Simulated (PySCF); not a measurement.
A PySCF script (with the pyscf-properties extension) for the NMR shieldings of `C#C[SiH2]C[Si@@H](F)C(F)F`, C₄H₇F₃Si₂, on a GFN2-xTB geometry:

```python
import basis_set_exchange as bse
import numpy as np
from pyscf import gto, dft
from pyscf.prop import nmr

atoms = """
C     2.931015    1.323654    1.048445
C     1.996439    0.595908    1.255841
Si    0.560522   -0.524820    1.585196
C     0.098025   -1.307794   -0.105240
Si   -0.409476   -0.076703   -1.429906
F    -0.869391   -0.830169   -2.788975
C    -2.037376    0.814825   -0.880529
F    -2.750127    0.054971    0.002123
F    -1.759932    1.975912   -0.220221
H     3.747657    1.962223    0.865783
H     0.990408   -1.600530    2.489419
H    -0.550385    0.246099    2.140553
H     0.943598   -1.893463   -0.466013
H    -0.720079   -2.012353    0.057034
H     0.543632    0.927027   -1.864440
H    -2.722127    1.072254   -1.700482
"""
names = dict.fromkeys(["C", "Si", "F", "H"], "pcSseg-1")
basis = {el: gto.basis.parse(bse.get_basis(n, elements=[el], fmt="nwchem")) for el, n in names.items()}
mol = gto.M(atom=atoms, basis=basis, charge=0, verbose=0)
mf = dft.RKS(mol, xc="PBE0")
mf.grids.level = 2
mf.grids.alignment = dft.numint.BLKSIZE   # the property module wants whole blocks of grid points
mf.conv_tol = 1e-9
mf.kernel()

calc = nmr.RKS(mf)   # GIAO
C = mf.mo_coeff
Co = C[:, mf.mo_occ > 0]
resp = mf.gen_response(singlet=True, hermi=2)
def vind(x):   # induced exchange potential for any number of trial vectors
    d = np.einsum("pi,xij,qj->xpq", C, 2 * x.reshape(-1, C.shape[1], Co.shape[1]), Co, optimize=True)
    return np.einsum("xpq,pi,qj->xij", resp(d - d.transpose(0, 2, 1)), C, Co, optimize=True).ravel()
mo1, _ = nmr.rhf.solve_mo1(calc, with_cphf=vind)
sigma = calc.kernel(mo1)
for i, s in enumerate(sigma):   # ppm
    w = np.linalg.eigvalsh((s + s.T) / 2)
    print("%2d %-2s iso %8.1f  s11 %8.1f  s22 %8.1f  s33 %8.1f" % (i, mol.atom_pure_symbol(i), w.mean(), *w))
```

**Question.** What does it print?

**Answer.** 
```
 0 C  iso     80.1  s11     -3.8  s22     -1.2  s33    245.4
 1 C  iso    100.6  s11      2.7  s22     10.0  s33    289.1
 2 Si iso    421.7  s11    406.0  s22    413.0  s33    446.3
 3 C  iso    189.8  s11    180.0  s22    189.7  s33    199.6
 4 Si iso    335.5  s11    269.9  s22    361.5  s33    375.2
 5 F  iso    372.2  s11    350.2  s22    366.7  s33    399.8
 6 C  iso     60.4  s11     44.2  s22     63.4  s33     73.6
 7 F  iso    330.0  s11    201.5  s22    322.6  s33    465.9
 8 F  iso    325.0  s11    197.4  s22    310.5  s33    467.2
 9 H  iso     29.7  s11     24.6  s22     24.8  s33     39.7
10 H  iso     27.0  s11     23.3  s22     25.0  s33     32.8
11 H  iso     27.1  s11     23.6  s22     26.2  s33     31.3
12 H  iso     31.1  s11     26.4  s22     28.5  s33     38.5
13 H  iso     31.1  s11     26.8  s22     28.3  s33     38.4
14 H  iso     26.4  s11     22.8  s22     26.0  s33     30.5
15 H  iso     25.2  s11     22.8  s22     24.7  s33     28.2
```

These numbers come from an equivalent density-fitted implementation of the same equations, which agrees with the script to about 0.01 ppm for H and up to a few tenths of a ppm for heavy atoms, so last digits may differ.

**Question.** Turn these shieldings into chemical shifts. δ = σ(ref) − σ, references computed at the same level: TMS for ¹³C (σ = 186.93 ppm) and ²⁹Si (σ = 349.16 ppm) and ¹H (σ = 31.72 ppm); ¹⁹F (σ = 170.95 ppm) vs CFCl3.

**Answer.** Averaging equivalent atoms: C 6: 126.5; C 0: 106.8; C 1: 86.3; C 3: -2.8; Si 4: 13.6; Si 2: -72.6; F 8: -154.1; F 7: -159.0; F 5: -201.3; H 15: 6.48; H 14: 5.29; H 10: 4.68; H 11: 4.66; H 9: 2.01; H 12: 0.59; H 13: 0.57 ppm. Unscaled 19F shifts against computed CFCl3 carry errors that often reach 10 to 50 ppm.

Size and cost of the density-fitted run: 202 basis functions, 89 s wall time on 1 thread of an Intel Xeon, shared host; peak memory 0.91 GiB.
